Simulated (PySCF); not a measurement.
C4H7FO, SMILES COC1(F)CC1. Atoms are numbered in the order given.

```xyz
13

C      1.9081     0.6790     0.0235
O      1.0500    -0.4503     0.0703
C     -0.2669    -0.1646    -0.1225
F     -0.5292     0.2512    -1.4056
C     -1.1030     0.4505     0.9516
C     -1.2831    -1.0168     0.5329
H      1.6394     1.4193     0.7990
H      2.9280     0.3163     0.2078
H      1.8688     1.1691    -0.9632
H     -1.8778     1.1599     0.6501
H     -0.6301     0.6480     1.9173
H     -0.9231    -1.7919     1.2136
H     -2.1722    -1.2676    -0.0505
```

Geometry: B3LYP-D3(BJ)/def2-SVP. The values are those of a single conformer.

All values below come from B3LYP-D3(BJ)/def2-SVP (PySCF).

Frequencies are harmonic and unscaled.

Computed normal modes with their intensities:
```tsv
mode	ν (cm⁻¹)	IR (km/mol)	Raman (Å⁴/amu)	depolarisation	moving atoms (share of kinetic energy)
1	119	3.5	0.3	0.69	H 48 %, C 31 %, F 12 %, O 10 %
2	170	2.5	0.1	0.63	H 74 %, C 13 %
3	247	3.4	0.6	0.37	C 52 %, H 36 %, F 8 %
4	347	3.1	0.5	0.51	C 34 %, H 30 %, F 27 %, O 9 %
5	367	0.6	0.5	0.61	H 33 %, C 25 %, O 21 %, F 21 %
6	494	13.4	3.0	0.58	O 34 %, C 30 %, F 27 %, H 9 %
7	577	0.1	5.0	0.61	C 63 %, H 24 %
8	727	8.3	6.8	0.48	C 30 %, F 29 %, O 28 %, H 13 %
9	767	0.7	1.3	0.74	H 98 %
10	880	4.7	0.6	0.70	H 76 %, C 22 %
11	910	37.9	8.0	0.72	H 51 %, C 25 %, F 14 %, O 10 %
12	971	9.2	14.3	0.16	C 59 %, H 28 %
13	1023	15.8	2.4	0.17	H 59 %, C 40 %
14	1042	46.0	2.5	0.68	C 54 %, H 45 %
15	1081	16.5	3.8	0.75	C 62 %, H 38 %
16	1110	87.6	3.1	0.75	O 47 %, C 40 %, H 12 %
17	1168	0.2	5.7	0.75	H 79 %, C 21 %
18	1175	2.5	3.1	0.75	H 75 %, C 19 %
19	1214	13.3	1.4	0.60	H 62 %, C 29 %
20	1277	136.2	5.4	0.33	C 61 %, H 26 %, O 9 %
21	1362	117.2	12.2	0.26	H 55 %, C 37 %
22	1411	3.2	9.6	0.75	H 91 %, C 9 %
23	1458	13.0	14.0	0.75	H 93 %
24	1465	3.3	8.1	0.73	H 86 %, C 13 %
25	1485	16.3	16.2	0.75	H 95 %
26	1516	108.3	5.5	0.23	C 60 %, H 36 %
27	3007	41.9	106.7	0.02	H 97 %
28	3088	32.8	58.4	0.58	H 91 %, C 9 %
29	3129	4.2	76.8	0.13	H 95 %
30	3136	1.8	137.8	0.08	H 95 %
31	3147	17.5	90.7	0.59	H 90 %, C 10 %
32	3229	1.0	83.2	0.75	H 89 %, C 11 %
33	3240	2.3	44.6	0.74	H 89 %, C 11 %
```
